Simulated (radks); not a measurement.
Q: The mean radii <r> (bohr) of the occupied orbitals of an atom or ion are listed with their occupations. Method: Dirac Kohn-Sham, Wu-Cohen GGA, spin-unpolarised, spherical densities, finite nucleus; Fermi nuclear charge, rms radius of each element as measured or else 0.836 A^(1/3) + 0.57 fm; computed with a radial shooting solver on a logarithmic mesh with Libxc functionals.

| orbital | occ. | <r> |
|---|---|---|
| 1s1/2 | 2 | 0.03263 |
| 2s1/2 | 2 | 0.1416 |
| 2p1/2 | 2 | 0.1203 |
| 2p3/2 | 4 | 0.1252 |
| 3s1/2 | 2 | 0.3904 |
| 3p1/2 | 2 | 0.3829 |
| 3p3/2 | 4 | 0.3936 |
| 3d3/2 | 4 | 0.3678 |
| 3d5/2 | 6 | 0.3713 |
| 4s1/2 | 2 | 0.9528 |
| 4p1/2 | 2 | 1.011 |
| 4p3/2 | 4 | 1.036 |
| 4d3/2 | 3 | 1.222 |
| 5d3/2 | 2 | 3.078 |

Name the element and its charge. Open shells, if any, fill j = l - 1/2 first.

A: Z = 45, rhodium, charge +4: Rh4+ in [Kr] 4d3 5d2. The 1s radius gives Z: for a bare nucleus <r> = (2 gamma + 1)/(2Z) with gamma = sqrt(1 - (Z/c)^2), 0.0321 bohr for Z = 45, and screening makes it slightly larger (0.03263 here). The occupations add up to 41, and the charge is Z minus that.
